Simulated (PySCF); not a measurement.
Isomers of CH14ClNSi5, one GFN2-xTB conformer each. Single-point energies are computed at PBE0/pcSseg-1 (PySCF, gas phase, no added dispersion term), electronic only.

| SMILES | GFN2-xTB relative energy (kcal/mol) |
| --- | --- |
| [SiH3][Si]([SiH3])([SiH3])NC[SiH2]Cl | 59.9 |
| [SiH3][SiH2]C[Si@@H](Cl)N([SiH3])[SiH3] | 9.0 |
| [SiH3][C@@H]([SiH2]Cl)[SiH2]N([SiH3])[SiH3] | 0.0 |
| [SiH3]N([SiH3])C[SiH2][Si@H]([SiH3])Cl | 28.4 |

Conformers: `[SiH3:1][Si:2]([SiH3:3])([SiH3:4])[NH:5][CH2:6][SiH2:7][Cl:8]` with Si2–N5–C6–Si7 91°, N5–C6–Si7–Cl8 43°; `[SiH3:1][SiH2:2][CH2:3][Si@@H:4]([Cl:5])[N:6]([SiH3:7])[SiH3:8]` with Si1–Si2–C3–Si4 -177°, Si2–C3–Si4–Cl5 65°, C3–Si4–N6–Si7 -159°; `[SiH3:1][C@@H:2]([SiH2:3][Cl:4])[SiH2:5][N:6]([SiH3:7])[SiH3:8]` with Si1–C2–Si3–Cl4 66°, Si1–C2–Si5–N6 177°, C2–Si5–N6–Si7 112°; `[SiH3:1][N:2]([SiH3:3])[CH2:4][SiH2:5][Si@H:6]([SiH3:7])[Cl:8]` with Si1–N2–C4–Si5 -80°, N2–C4–Si5–Si6 -39°, C4–Si5–Si6–Si7 54°.

**Question.** What does PBE0/pcSseg-1 give for the same structures?

**Answer.** 
```
                                     SMILES  PBE0/pcSseg-1 E (Eh)  PBE0/pcSseg-1 (kcal/mol)  GFN2-xTB (kcal/mol)  point group
    [SiH3][SiH2]C[Si@@H](Cl)N([SiH3])[SiH3]           -2008.08650                       0.0                  9.0           C1
[SiH3][C@@H]([SiH2]Cl)[SiH2]N([SiH3])[SiH3]           -2008.08300                       2.2                  0.0           C1
     [SiH3]N([SiH3])C[SiH2][Si@H]([SiH3])Cl           -2008.02963                      35.7                 28.4           C1
       [SiH3][Si]([SiH3])([SiH3])NC[SiH2]Cl           -2008.01889                      42.4                 59.9           C1
```

GFN2-xTB puts [SiH3][C@@H]([SiH2]Cl)[SiH2]N([SiH3])[SiH3] lowest instead; measured from each level's own lowest isomer, the values differ by up to 17.5 kcal/mol ([SiH3][Si]([SiH3])([SiH3])NC[SiH2]Cl: 59.9 against 42.4). As drawn, the highest has an N–H bond, which the lowest lacks. Neighbours under 2.5 kcal/mol apart ([SiH3][SiH2]C[Si@@H](Cl)N([SiH3])[SiH3] and [SiH3][C@@H]([SiH2]Cl)[SiH2]N([SiH3])[SiH3]) can change places with a better method, another conformer or zero-point energy.

**Question.** Which frontier levels, dipoles and rotational constants go with these structures?

**Answer.** 
| SMILES | HOMO (eV, PBE0/pcSseg-1) | LUMO (eV) | dipole (D) | A, B, C (MHz) |
| --- | --- | --- | --- | --- |
| [SiH3][SiH2]C[Si@@H](Cl)N([SiH3])[SiH3] | -7.64 | -0.17 | 1.58 | 1213, 342.0, 280.2 |
| [SiH3][C@@H]([SiH2]Cl)[SiH2]N([SiH3])[SiH3] | -7.54 | -0.41 | 1.71 | 903.5, 503.0, 402.4 |
| [SiH3]N([SiH3])C[SiH2][Si@H]([SiH3])Cl | -6.86 | -0.94 | 1.66 | 853.1, 481.6, 462.1 |
| [SiH3][Si]([SiH3])([SiH3])NC[SiH2]Cl | -6.51 | -1.15 | 1.48 | 873.0, 408.3, 377.2 |
